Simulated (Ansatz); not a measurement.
CH$_{4}$ClGeNS (`S/C=[N]/[GeH2][Cl]`). Charge 0, multiplicity 1. Geometry: relaxed with PBE0-D4/def2-TZVP. It is one conformer, not always the lowest.

```xyz
9

S    -2.409   -1.505    0.086
C    -1.100   -0.352    0.222
N    -0.020   -0.432   -0.422
Ge    1.262    0.865   -0.155
Cl    2.871   -0.053    0.936
H    -1.781   -2.283   -0.813
H    -1.364    0.436    0.943
H     1.822    1.305   -1.509
H     0.720    2.019    0.713
```

What is the dipole moment at PBE/def2-TZVPP? (Estimate.)

The calculation gave: 2.07 D, with components (-1.76, 0.96, -0.48) D in this frame, pointing from negative to positive charge.

And with r2SCAN, B3LYP, ωB97M-V? (Estimate.)

Ansatz gave: r2SCAN 2.15 D, B3LYP 2.17 D, ωB97M-V 2.17 D.

Give the Mulliken charges with PBE, ωB97M-V, B3LYP in def2-TZVPP. (Best estimate.)

The calculation gave: 
```tsv
atom	PBE	ωB97M-V	B3LYP
S1	-0.08	-0.07	-0.08
C2	0.03	0.04	0.03
N3	-0.25	-0.34	-0.30
Ge4	0.42	0.39	0.46
Cl5	-0.29	-0.29	-0.31
H6	0.12	0.12	0.12
H7	0.07	0.09	0.08
H8	0.01	0.03	0.01
H9	-0.02	0.02	-0.02
```

B3LYP here is the variant with VWN-RPA as its local correlation; programs differ in this.
